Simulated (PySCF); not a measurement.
Geometries of 2 isomers of C2H10OSi3, from PBE0-D3(BJ)/def2-SVP geometry optimisation, gas phase in PySCF 2.14.0. One conformer each, no zero-point energy, no frequencies.

Question: Which is lower in electronic energy at this level?
A.
```xyz
16
angstrom
Si    -3.153    0.141    0.521
C     -1.757   -1.064    0.854
C     -0.449   -0.812    0.667
Si     0.336    0.775    0.035
O      1.970    0.541   -0.004
Si     3.528    0.027   -0.121
H     -4.086   -0.405   -0.512
H     -3.938    0.393    1.768
H     -2.585    1.434    0.031
H     -2.041   -2.057    1.235
H      0.267   -1.614    0.906
H     -0.143    1.105   -1.341
H      0.042    1.923    0.942
H      3.584   -1.465   -0.056
H      4.118    0.480   -1.415
H      4.327    0.591    1.007
```
B.
```xyz
16
angstrom
C     -1.650   -1.922   -0.827
C     -0.591   -1.261    0.011
O     -0.067   -1.809    0.954
Si     0.000    0.554   -0.395
Si     2.305    0.402   -0.782
Si    -0.422    1.809    1.536
H     -1.320   -1.967   -1.878
H     -1.854   -2.935   -0.451
H     -2.571   -1.317   -0.812
H     -0.712    1.131   -1.582
H      2.874    1.752   -1.080
H      2.962   -0.153    0.438
H      2.577   -0.502   -1.943
H      0.325    1.201    2.677
H     -1.886    1.804    1.848
H      0.025    3.223    1.349
```

Answer: A. That is `[SiH3]/C=C\[SiH2]O[SiH3]`, 29.7 kcal/mol below the other.

```
                   SMILES                        atoms numbered as above       E (Eh)  relative (kcal/mol)  relative (kJ/mol)  dipole (D)
 [SiH3]/C=C\[SiH2]O[SiH3]   [SiH3:1]/[CH:2]=[CH:3]\[SiH2:4][O:5][SiH3:6]  -1025.03537                  0.0                0.0        0.87
CC(=O)[SiH]([SiH3])[SiH3]  [CH3:1][C:2](=[O:3])[SiH:4]([SiH3:5])[SiH3:6]  -1024.98798                 29.7              124.4        2.20
```

As drawn, the lower has an Si–O bond and a C=C bond outside aromatic rings, which the higher lacks; the higher has a C=O bond and an Si–Si bond, which the lower lacks.
